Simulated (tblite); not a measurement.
Q: Write Cartesian coordinates for `C[C@@H]1CO[SiH2]O[C@H]1C(F)(F)F` as optimised with GFN2-xTB.

A: 
```
atom  x, y, z in Å
C1    -1.597   -1.043    0.842
C2    -0.966   -0.083   -0.163
C3    -0.221   -0.859   -1.257
O4     0.907   -1.539   -0.781
Si5    1.907   -0.925    0.344
O6     1.094    0.276    1.124
C7    -0.027    0.881    0.585
C8     0.421    2.052   -0.302
F9    -0.615    2.632   -0.932
F10    1.294    1.700   -1.252
F11    1.010    3.013    0.419
H12   -0.825   -1.635    1.326
H13   -2.284   -1.715    0.335
H14   -2.144   -0.494    1.605
H15   -1.748    0.512   -0.644
H16    0.078   -0.183   -2.066
H17   -0.892   -1.616   -1.677
H18    3.096   -0.361   -0.278
H19    2.088   -1.950    1.354
H20   -0.581    1.347    1.415
```

Any rigid rotation of these coordinates is as good. Atoms count from 1 in this order. Si5 (oxygen-bound silicon) is distorted tetrahedral (angles from 104.3° to 118.1°). O6 (silyl ether oxygen) is bent (angle 122.3°). The O–Si distances run from 1.626 Å (O4–Si5, drawn single) to 1.647 Å (Si5–O6, drawn single), a spread of 0.021 Å. Of the pairs four or more bonds apart, Si5···F10 is among the closest relative to their van der Waals radii: 3.13 Å, 88 % of the sum of Bondi's values.

Bonds between heavy atoms (Å): C1–C2 1.527, C2–C3 1.534, C3–O4 1.400, O4–Si5 1.626, Si5–O6 1.647, O6–C7 1.384, C7–C8 1.535, C8–F9 1.345, C8–F10 1.338, C8–F11 1.338, C2–C7 1.539.

Structure optimised with GFN2-xTB, isolated species.

Point group: C1 (no symmetry element, even within 0.4 Å). Its GFN2-xTB frequencies are all real (lowest 42 cm⁻¹). The numbers are those of one conformer (C1–C2–C3–O4 -67°, C2–C3–O4–Si5 -39°, C3–O4–Si5–O6 19°, O4–Si5–O6–C7 -19°). 3 starts were optimised and ended at 0.00, 0.54 and 1.01 kcal/mol (GFN2-xTB); the lowest of these is shown.

On one thread of an Arm Neoverse V1, on a shared host, this took 0.79 s of wall time. That covers the optimisation of the geometry.

All values are computed, not measured.
